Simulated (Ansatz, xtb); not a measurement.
**FGaH2OSi2: which of two structures lies lower**

We compare a, a singlet given by its coordinates, with b, a singlet given by its coordinates. Both are isolated molecules in the gas phase, relaxed with r2SCAN-D4/def2-SVP.

a (Å):

| atom | x (Å) | y (Å) | z (Å) |
| --- | --- | --- | --- |
| F | -0.8695 | -0.3466 | 0.8186 |
| Ga | 3.0953 | -1.4225 | 1.0348 |
| O | 1.5314 | -0.7555 | 1.9905 |
| Si | 0.6651 | 0.1514 | 0.9727 |
| Si | 2.0816 | 0.8459 | -0.6557 |
| H | 1.4182 | 1.6634 | -1.7292 |
| H | 2.8804 | 1.8248 | 0.1687 |

Close contacts (Å): F1–Si4 1.62, Ga2–O3 1.95, Ga2–Si4 2.90, Ga2–Si5 3.01, O3–Si4 1.62, Si4–Si5 2.27, Si5–H6 1.50, Si5–H7 1.51.

b (Å):

```xyz
7

F     1.1642    0.7033   -0.1275
Ga    2.0245   -1.4457    0.2221
O     0.2013   -1.9233    0.0068
Si   -0.4952    0.9632   -0.3959
Si   -1.3260   -1.3839   -0.2709
H    -0.5353    1.7083   -1.6982
H    -0.8787    1.9550    0.6634
```

Close contacts (Å): F1–Si4 1.70, Ga2–O3 1.90, O3–Si5 1.64, Si4–Si5 2.49, Si4–H6 1.50, Si4–H7 1.50.

Quicker runs give these differences E(b) − E(a): GFN2-xTB −101.7 kJ/mol; HF/STO-3G −96.0 kJ/mol (at GFN2-xTB geometries); r2SCAN-D4/def2-SVP//GFN2-xTB +35.1 kJ/mol.

Question: Estimate E(b) − E(a) at the level CCSD(T)/def2-SVP + ΔMP2/def2-TZVPP.

Answer: Not settled: CCSD(T)/def2-SVP + ΔMP2/def2-TZVPP gives E(b) − E(a) = +9.8 kJ/mol, but this leans on the basis-set step: CCSD(T) alone gives −19.3 kJ/mol.

Level by level:

```
                             level            geometry  E(b) − E(a) (kJ/mol)  departure from the last row (kJ/mol)  job, with rough time for the two
                          GFN2-xTB            GFN2-xTB                  −101.7                                −111.5              optimisation, 0.56 s
                         HF/STO-3G            GFN2-xTB                   −96.0                                −105.8               single point, 1.6 s
      r2SCAN-D4/def2-SVP//GFN2-xTB            GFN2-xTB                   +35.1                                 +25.3               single point, 2.2 s
                r2SCAN-D4/def2-SVP  r2SCAN-D4/def2-SVP                   +12.3                                  +2.5                optimisation, 34 s
                       HF/def2-SVP  r2SCAN-D4/def2-SVP                   −62.0                                 −71.8           part of the CCSD(T) run
                      MP2/def2-SVP  r2SCAN-D4/def2-SVP                    −9.9                                 −19.7           part of the CCSD(T) run
                  CCSD(T)/def2-SVP  r2SCAN-D4/def2-SVP                   −19.3                                 −29.1                      single point
CCSD(T)/def2-SVP + ΔMP2/def2-TZVPP  r2SCAN-D4/def2-SVP                    +9.8                                                      single point, 23 s
```

GFN2-xTB, HF/STO-3G, HF/def2-SVP, MP2/def2-SVP, CCSD(T)/def2-SVP put the two in the other order. The largest departure from CCSD(T)/def2-SVP + ΔMP2/def2-TZVPP is that of GFN2-xTB, 111.5 kJ/mol. The last row adds to CCSD(T) the change of the MP2 difference between the two basis sets, here +29.1 kJ/mol, a large step that makes the value less sure.

With harmonic frequencies from r2SCAN-D4/def2-SVP (ideal gas, rigid rotor, one conformer each, 298.15 K, 1 atm): the zero-point term adds +0.5 kJ/mol; ΔH is +10.5 and ΔG +9.9 kJ/mol.

The correlated steps freeze 21 core orbitals; the filled d shell of Ga is correlated, in a basis made for valence electrons. Mirror images aren't counted in ΔG. Programs: Ansatz 0.2.0, xtb 6.7.1; the last row on 2 threads of Intel(R) Xeon(R) 6975P-C (Granite Rapids) on a shared host.
